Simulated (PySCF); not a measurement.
Cartesian coordinates (Å):
SMILES: O=c1cn1
```xyz
5

O      1.7785    -0.4191     0.3104
C      0.6712    -0.0577     0.0908
C     -0.6330    -0.0899    -0.3857
N     -0.2634     0.9818     0.2550
H     -1.5532    -0.4151    -0.8659
```
Charge 0, spin multiplicity 1.

Predict the HOMO, LUMO, total energy, dipole moment and HOMO–LUMO gap from PBE0-D3(BJ)/def2-TZVP in PySCF.


The HOMO is -7.60 eV and the LUMO is -2.16 eV. The total energy comes out as -206.5479 Ha. The dipole moment is 0.754 e·Å and the HOMO–LUMO gap is 5.44 eV.
